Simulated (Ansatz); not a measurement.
Frontier orbitals of CH7AlInNS.

```
atom   x (Å)   y (Å)   z (Å)
  N1  -1.221  -0.431   0.370
  C2  -0.068   0.030  -0.525
 Al3   0.523  -1.050   1.030
  S4  -0.132  -0.620  -2.157
 In5   0.623   2.030  -0.265
  H6  -1.770   0.320   0.770
  H7  -1.832  -1.070  -0.128
  H8   0.989  -0.248   2.322
  H9   0.741  -2.600   0.781
 H10   0.385  -1.857  -1.976
 H11  -0.230   2.947   0.927
 H12   1.991   2.550  -1.150
```

Total charge 0; spin multiplicity 1. Correlated methods include outer-core shells of In, which these sets cover unevenly. In: def2 effective core potential. The bonds changed during the relaxation, so this is another structure than the one it started from. The structure was optimised at the PBE0-D4/def2-TZVP level. It is one conformer, not always the lowest. Basis def2-TZVPP, Ansatz.

| functional | HOMO (eV) | LUMO (eV) | gap (eV) |
| --- | --- | --- | --- |
| PBE | -5.41 | -2.28 | 3.13 |
| PBE0 | -6.45 | -1.58 | 4.87 |
| r2SCANh | -5.97 | -1.79 | 4.18 |
| ωB97X-V | -8.66 | 0.15 | 8.81 |
| ωB97M-V | -8.54 | -0.14 | 8.40 |

Against PBE, PBE0 changes HOMO and LUMO by −1.03 and +0.70 eV, ωB97M-V by −3.13 and +2.14 eV. A gap of 3.13 eV thus becomes 8.41 eV for the same molecule, so an orbital gap means little without its functional.
